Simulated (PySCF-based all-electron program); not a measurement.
The numbers below are computed, except where a source is named.
## MnF, septet: squeezing and stretching

Method: all-electron DFT (in-house code on PySCF), basis-limit composite values; the spin-free Dirac equation, no spin–orbit coupling, spin-unrestricted, lowest state found (another of this spin can lie close). Forces are good to about 0.006 eV/Å. A positive force pushes the atoms apart.

```json
{"r (Å)": "1.5606", "PBE (eV/Å)": "10.951", "r2SCAN (eV/Å)": "11.108"}
{"r (Å)": "1.6524", "PBE (eV/Å)": "5.539", "r2SCAN (eV/Å)": "?"}
{"r (Å)": "1.836", "PBE (eV/Å)": "-0.096", "r2SCAN (eV/Å)": "?"}
```

Question: Fill in the missing r2SCAN forces.

Answer: 1.6524 Å: 5.556 eV/Å; 1.836 Å: -0.245 eV/Å.

Question: Between which listed lengths does the r2SCAN force vanish, and at which of the two is it smaller?

Answer: Between 1.652 and 1.836 Å. The force is smaller at 1.836 Å.
